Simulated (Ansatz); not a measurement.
Consider the hydrogenolysis of a Zn–C bond: `C[CH](C)[Zn][F]` + H₂ → `[F][ZnH]` + `CCC`.

Program: Ansatz. Geometries: PBE0-D4/def2-TZVP. ΔE: electronic, gas phase. CCSD(T)/CBS adds triple-zeta CCSD(T) − MP2 to the extrapolated MP2 energy (def2 sets, frozen cores). This one scheme is used for every species. Functionals use def2-TZVPP. B3LYP here is the variant with VWN-RPA as its local correlation; programs differ in this. HSE06 is defined as in plane-wave codes. For Zn outer-core shells are correlated without core-valence functions, which leaves a few kJ/mol of doubt a bond. Scalar relativity is left out up to krypton. One conformer a species, not always the lowest.

| level | ΔE (kcal/mol) | difference from CCSD(T)/CBS |
| --- | --- | --- |
| PBE-D4 | -11.7 | 0.9 |
| B97M-V | -16.7 | -4.1 |
| PBE0-D4 | -13.9 | -1.3 |
| r2SCANh-D4 | -13.6 | -1.0 |
| HSE06-D4 | -13.9 | -1.3 |
| BHLYP-D4 | -16.3 | -3.7 |
| B2PLYP | -14.4 | -1.8 |
| BLYP | -14.2 | -1.6 |
| r2SCAN | -13.3 | -0.7 |
| B3LYP | -15.7 | -3.1 |
| r2SCAN0 | -15.0 | -2.4 |
| BHLYP | -18.1 | -5.5 |
| MP2/def2-SVP | -12.9 | -0.3 |
| MP2/def2-TZVPP | -11.2 | 1.4 |
| SCS-MP2/def2-TZVPP | -13.3 | -0.7 |
| MP2/CBS(def2) | -10.2 | 2.4 |
| CCSD(T)/CBS | -12.6 | 0 |

Largest T1 diagnostic among the species: 0.018.

At CCSD(T), def2-SVP lies −2.1 kcal/mol from the extrapolated value and def2-TZVPP −1.0 kcal/mol. In def2-TZVPP, CCSD(T) changes the Hartree–Fock value by +9.3 kcal/mol (the triples alone add +1.7 kcal/mol) and MP2 by +11.7 kcal/mol.
